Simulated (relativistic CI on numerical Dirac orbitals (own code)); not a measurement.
**Fe³⁺ in a cubic cluster: L2,3 absorption with charge transfer**

Computed with a charge-transfer multiplet model of a cubic metal-ligand cluster with up to 3 ligand holes, Slater and spin-orbit integrals from Dirac-Coulomb-Breit ions, Slater integrals scaled by 0.8. The parameters are those of a tetrahedral site (10Dq negative, t2 hopping the larger). The ground state mixes d5 with configurations of k ligand holes L, whose averages lie at kΔ + k(k − 1)U_dd/2; a core hole lowers each added d electron by U_cd. 20 K, Lorentzian 0.4 eV and Gaussian 0.3 eV FWHM.

Atomic integrals in eV (Slater integrals scaled, ζ unscaled), ground: F2dd 9.587, F4dd 5.993, zeta_d 0.056; with the core hole: F2dd 10.208, F4dd 6.385, zeta_d 0.075, zeta_core 8.130, F2cd 5.984, G1cd 4.514, G3cd 2.566.

Cluster parameters (eV): Δ = 0.4, U_cd = 9.3, 10Dq = -0.3, 10Dq(ligand) = 0, V(eg) = 1.6, V(t2g) = -2.72, final-state hopping factor = 1.

```csv
Case,n_d,d5,d6L,d7L2,d8L3,S
U_dd = 7.3 eV,5.60,0.48,0.45,0.07,0.00,2.50
U_dd = 8 eV,5.59,0.49,0.45,0.07,0.00,2.50
U_dd = 9.4 eV,5.56,0.50,0.44,0.06,0.00,2.50
```

Weights, n_d and S are thermal averages at 20 K. Photon energies count from the first peak over 30 % of the highest in each spectrum, which can be another peak from case to case. The parameters are a model scan and need not match a compound or its usual spin state. Peaks in eV (height, largest 100):
- U_dd = 7.3 eV: -1.9 (15), 0.0 (100), 3.5 (8), 8.0 (6), 11.4 (11), 13.8 (19)
- U_dd = 8 eV: -1.8 (14), 0.0 (100), 3.8 (7), 11.6 (11), 13.0 (16), 14.0 (20)
- U_dd = 9.4 eV: -1.9 (12), 0.0 (100), 0.7 (49), 2.4 (11), 4.2 (6), 11.5 (11), 12.5 (14), 13.5 (19), 14.1 (19)

For the case U_dd = 7.3 eV, Δ = 0.4 eV is smaller than U_dd = 7.3 eV, the charge-transfer side of the Zaanen-Sawatzky-Allen scheme. With the core hole the configuration with one ligand hole lies at Δ + U_dd − U_cd = -1.6, -0.9, 0.5 eV from the one without, in the order of the table; where this is negative the screened configuration lies lower, though the effective hopping of about 4.9 eV (from the holes of the mixed ground state) mixes the two strongly wherever it is as large as the gap.
